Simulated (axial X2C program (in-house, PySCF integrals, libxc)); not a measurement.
**Low determinants of Nd**

Calculated with an axial X2C code built on PySCF integrals, basis dyall-cv3z (cores contracted in-house), spin-free (one-electron X2C) and two-component (2c, atomic mean-field Coulomb and Gaunt terms). Energies in eV from the lowest row of each column (rows without correlated energies are left out; n/a marks j-coupled starts, which PBE0 does not hold); electrons by l are Mulliken totals of the Hartree–Fock solution, and PBE0 can relax to another configuration under the same block occupation. Coupled cluster uses truncated natural virtuals with an MP2 remainder. Frozen shells in the correlated columns: 4 s, 3 p, 2 d.

The low spin-free determinants:

```json
{"electrons by l": "s12 p24 d20 f4", "M_S, M_L": "2, 5", "HF": "0.00", "MP2": "0.00", "CCSD(T)": "0.00", "PBE0": "0.02"}
{"electrons by l": "s12 p24 d20 f4", "M_S, M_L": "2, 6", "HF": "0.05", "MP2": "0.05", "CCSD(T)": "0.06", "PBE0": "0.25"}
{"electrons by l": "s12 p24 d20 f4", "M_S, M_L": "2, 3", "HF": "0.41", "MP2": "0.31", "CCSD(T)": "0.21", "PBE0": "0.00"}
{"electrons by l": "s12 p24 d20 f4", "M_S, M_L": "2, 0", "HF": "1.02", "MP2": "0.76", "CCSD(T)": "0.45", "PBE0": "0.24"}
{"electrons by l": "s12 p24 d20 f4", "M_S, M_L": "2, 1", "HF": "1.16", "MP2": "0.88", "CCSD(T)": "0.62", "PBE0": "0.30"}
```

And the two-component ones:

```
    electrons by l  2M_J    HF   MP2  CCSD(T)  PBE0
    s12 p24 d20 f4     6  0.80  0.00     0.00  0.00
    s12 p24 d20 f4     8  0.81  0.00     0.01  0.18
    s12 p24 d20 f4     2  1.30  0.40     0.30  0.08
s11.8 p24 d21.2 f3    12  0.35  0.57     0.46   n/a
    s12 p24 d20 f4    10  1.58  0.68     0.58  0.39
    s11 p24 d22 f3    12  0.00  0.61     0.71   n/a
```

Ground level as tabulated from the NIST Atomic Spectra Database (leading term): 2S+1 = 5, L = 6, J = 4.

Spin-free rows of one term, and 2c rows of one J level, should be degenerate; broken spherical symmetry, the missing current term of PBE0 and determinants that mix terms or J levels spread them. The search is wide but not exhaustive and can miss a configuration; gaps between s and d configurations can be off by some tenths of an eV with this basis and core.

The run took 13 min on 1 thread of Arm Neoverse V1, with other jobs on the host.
